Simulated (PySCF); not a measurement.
NMR data simulated for an unnamed compound:

¹H NMR (400 MHz, computed): δ 5.72 (br s, 1H), 4.32 (br s, 1H), 3.77 (s, 3H), 2.30 (s, 3H).

¹³C{¹H} NMR (computed): δ 199.1 (C), 166.5 (C), 95.4 (CH2), 56.4 (CH3), 29.1 (CH3).

PySCF 2.14 calculation with NMR shieldings at PBE0/pcSseg-1/GIAO and geometry from GFN2-xTB; one averaged value for each set of equivalent atoms, a single conformation, no solvent model, non-relativistic.

Shifts are taken against calculated references (same method and geometry level): ¹H (31.72 ppm), ¹³C (186.93 ppm) vs TMS.

Problem. Which of these does the molecule contain: an N-methyl group, a CH3CH2 unit, a ketone, a non-aromatic C=C double bond, a Si–CH3 group, a methoxy group?

Solution. 
- An N-methyl group: no.
- A CH3CH2 unit: no.
- A ketone: yes (δC 199.1).
- A non-aromatic C=C double bond: yes.
- A Si–CH3 group: no.
- A methoxy group: yes (δC 56.4; δH 3.77 (s)).

The data belong to `InChI=1S/C5H8O2/c1-4(6)5(2)7-3/h2H2,1,3H3`; they needn't prove each group on their own.

Carbon signals by region: 2 in the far downfield region (above 160 ppm), 2 at 50–100 ppm, 1 below 50 ppm. Above 160 ppm: 199.1, ketone carbonyl carbon, 166.5, alkene carbon bearing oxygen.

Shifts are as computed. Against solution values, carbons near 30 ppm lie about +3 ppm off and those near 130 ppm about +5 ppm. Of 1211 compounds with measured shifts, 218 miss one by over three times the rms of a fit or turn the order of signals round; such compounds aren't used in these exercises. No couplings were computed; multiplicities are counted from neighbouring protons, with m where these are inequivalent, close in shift, in a saturated or five-membered ring or joined by F or P, and br s for small geminal =CH2 splittings.
